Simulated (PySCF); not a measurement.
[TiF5]2-: Ti(III) (d1), charge -2. The structure is a PBE0-D3(BJ)/def2-TZVP, IEF-PCM water geometry optimised for multiplicity 2; coordination trigonal bipyramidal, point group Cs, metal–donor distances 1.88–1.98 Å.

```
6

Ti    0.000    0.000    0.000
F     0.006    0.012    1.982
F     0.006    0.012   -1.982
F     1.872   -0.223    0.000
F    -1.102    1.523    0.000
F    -0.934   -1.679    0.000
```

Method (PySCF 2.14, density fitting): CASSCF(1,5) with orbitals averaged over all microstates of the shell, strongly contracted NEVPT2 on the averaged canonical orbitals; basis x2c-TZVPall on the metal, x2c-SVPall elsewhere; spin-free X2C; IEF-PCM water; spin-orbit coupling by state interaction with the mean-field operator over all roots.

What is the ground state?

2A'' (S = 1/2, orbital degeneracy 1), orbital occupations from the lowest 1.0 0.0 0.0 0.0 0.0, by NEVPT2.

Where do the spin-allowed transitions within the shell lie?

By NEVPT2: 2A'' at 1590 cm⁻¹; 2A' at 5505 cm⁻¹; 2A' at 7598 cm⁻¹ (1316 nm); 2A' at 19137 cm⁻¹ (523 nm). The strongest, at 7598 cm⁻¹, has f = 9.5e-05.

Give the fitted ligand-field and repulsion parameters.

At NEVPT2 level: orbital energies 0, 1590, 5505, 7598, 19137 cm⁻¹; ζ = 132 cm⁻¹ (free ion 152).

What are the magnetic parameters?

The ground doublet has g = 1.831, 1.902, 1.951. μeff is 1.77 μB at 300 K and 1.65 μB at 10 K; the spin-only value is 1.73 μB.

NEVPT2 on the d shell alone tends to put d–d bands too high for such charged or covalently bound ions.

The job took 4.5 s on one thread of Arm Neoverse V1 (shared host), with 118 basis functions and a peak of 0.5 GiB, launched as `OMP_NUM_THREADS=1 python lf_run.py task.json out`.
